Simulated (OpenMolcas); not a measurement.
## How basis sets differ on CH3BF2 (borane,difluoromethyl)

CH3BF2: 7 atoms, total charge 0, spin state singlet. SMILES: `CB(F)F`. The shape is that of a GFN2-xTB optimisation.

Each level gives the HOMO–LUMO gap (eV). The values are calculated.

```json
{"level": "HF/STO-3G", "kind": "Hartree–Fock", "program": "OpenMolcas", "value (eV)": "19.78", "CPU time": "1.9 s"}
{"level": "HF/3-21G", "kind": "Hartree–Fock", "program": "OpenMolcas", "value (eV)": "18.90", "CPU time": "2.1 s"}
{"level": "HF/ANO-S-VDZ (RICD fitting)", "kind": "Hartree–Fock", "program": "OpenMolcas", "value (eV)": "17.43", "CPU time": "1.6 s"}
{"level": "HF/Ahlrichs_VDZ", "kind": "Hartree–Fock", "program": "OpenMolcas", "value (eV)": "18.57", "CPU time": "1.9 s"}
{"level": "HF/def2-SVP", "kind": "Hartree–Fock", "program": "OpenMolcas", "value (eV)": "18.78", "CPU time": "4.4 s"}
{"level": "HF/6-31+G* (spherical functions)", "kind": "Hartree–Fock", "program": "OpenMolcas", "value (eV)": "15.64", "CPU time": "6.3 s"}
```

The values span 15.64 to 19.78 eV. A Hartree–Fock LUMO above zero doesn't converge with the basis: it sinks as sets grow more diffuse. Orbital gaps aren't excitation energies. Times are those of the runs behind each value, whatever else they computed, on shared processors of several kinds: orders of magnitude only.
